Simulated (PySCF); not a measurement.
NMR data sheet: C$_{6}$H$_{11}$NO$_{2}$Si

* Formula: C6H11NO2Si
* SMILES: CN(C)[Si@@H](O)c1ccoc1
* InChI: InChI=1S/C6H11NO2Si/c1-7(2)10(8)6-3-4-9-5-6/h3-5,8,10H,1-2H3/t10-/m0/s1
* Point group of the computed structure: C1
* Degrees of unsaturation: 3
* Carbon signals: 5
* Proton signals: 6

Atoms are numbered as in `[CH3:1][N:2]([CH3:3])[Si@@H:4]([OH:5])[c:6]1[cH:7][cH:8][o:9][cH:10]1`. Each H is labelled by its parent atom.

PySCF calculation with PBE0/pcSseg-1 with gauge-including orbitals and geometry: GFN2-xTB; one computed conformer, non-relativistic Hamiltonian, no solvent, fast rotation and ring inversion assumed for equivalent nuclei.

Referencing at the same level of theory: TMS for ¹H (31.72 ppm), ¹³C (186.93 ppm), ²⁹Si (349.16 ppm); NH3 for ¹⁵N (267.73 ppm); H2O for ¹⁷O (336.08 ppm).

```tsv
carbon	δC, type	δH (multiplicity)	HMBC from (2–3 bonds)	span of the C tensor (ppm)
C1/C3	37.6, CH3	2.62 (s)	H(Si4), H(C1)/H(C3)	61
C6	122.4, C	–	H(C8), H(C10), H(C7), H(Si4)	178
C7	120.7, CH	6.89 (m)	H(C8), H(C10), H(Si4)	183
C8	146.7, CH	7.56 (m)	H(C10), H(C7)	149
C10	152.2, CH	7.47 (m)	H(C8), H(C7), H(Si4)	157
```

Other nuclei:
| atoms | nucleus | environment | δ (ppm) | σ (ppm) |
| --- | --- | --- | --- | --- |
| H(Si4) | ¹H | hydrogen on a silicon bonded to C, N, O | 5.38 | 26.33 |
| H(O5) | ¹H | hydrogen on an oxygen bonded to Si | 1.56 | 30.16 |
| Si4 | ²⁹Si | silicon bonded to C, N, O, H | -31.0 | 380.2 |
| N2 | ¹⁵N | nitrogen bonded to 2 C, Si | 35.1 | 232.6 |
| O9 | ¹⁷O | aromatic ring oxygen | 314.7 | 21.3 |
| O5 | ¹⁷O | oxygen bonded to Si, H | 31.4 | 304.7 |

- Carbon types of the structure: 1 × C, 3 × CH, 2 × CH3, leaving 2 H on heteroatoms.
- δC 152.2, 146.7: aromatic CH next to the ring oxygen.
- δC 122.4: substituted aromatic carbon.
- δC 120.7: aromatic CH.
- δH 7.56, 7.47: hydrogen on an aromatic CH next to the ring oxygen; aromatic region.
- δH 6.89: hydrogen on an aromatic CH; the ring current deshields protons in the ring plane.

OH/NH shifts are gas-phase values; hydrogen bonding in solution moves them, usually downfield. Shifts are as computed. Against solution values, carbons near 30 ppm lie about +3 ppm off and those near 130 ppm about +5 ppm. Of 1309 compounds with measured shifts, 239 miss one by over three times the rms of a fit or turn the order of signals round; such compounds aren't used in these exercises. Unscaled 17O shifts of doubly bonded oxygen tend to come out too high, by tens of ppm or more. Experimental scales use liquid or dissolved standards, which lie at an offset from isolated NH3 (liquid NH3: subtract about 20 ppm) and H2O (liquid H2O: subtract about 36 ppm). No couplings were computed; multiplicities are counted from neighbouring protons, with m where these are inequivalent, close in shift, in a saturated or five-membered ring or joined by F or P, and br s for small geminal =CH2 splittings.
